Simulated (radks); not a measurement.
Q: Dipole-allowed excitations along the series with 3 electrons in [He] 2s1. All-electron calculation, scalar-relativistic Kohn-Sham, LB94 model potential, spin-polarised, spherical densities, finite nucleus; open shells are filled with parallel spins first; Fermi nuclear charge, rms radius of each element as measured or else 0.836 A^(1/3) + 0.57 fm. Program: a radial shooting solver on a logarithmic mesh with Libxc functionals. Time-dependent linear response with the Hartree and adiabatic LDA kernel, continuum included through the Sternheimer equations, no spin-orbit coupling, so fine structure and intercombination lines are absent. Lines are the poles of the dipole polarisability below minus the highest occupied eigenvalue, found on a grid refined at the orbital gaps; the lowest seven at most are given, and weak or close lines can be missed. The first line takes the name of the lowest orbital gap if no other gap lies below it; otherwise a line is named after a gap within 0.6 % of it, if that gap stands alone.

species  -e(HOMO) (eV)  lowest orbital gap (eV)  first line (eV)      f  strongest line (eV)  its f  static alpha (bohr^3)
C3+             63.901              2s-2p 7.101    7.735 (2s-2p)  0.243  38.344 (unassigned)  0.257                  3.200
N4+             97.122              2s-2p 8.863    9.639 (2s-2p)  0.200  57.519 (unassigned)  0.285                  1.689
O5+             137.17             2s-2p 10.634   11.552 (2s-2p)  0.170  80.499 (unassigned)  0.306                 0.9967
Ne7+            237.78             2s-2p 14.234   15.431 (2s-2p)  0.132  137.90 (unassigned)  0.333                 0.4295

Estimate the first line of F6+, its oscillator strength and the static polarisability.

A: 13.479 eV (2s-2p), f = 0.149, alpha = 0.6359 bohr^3.
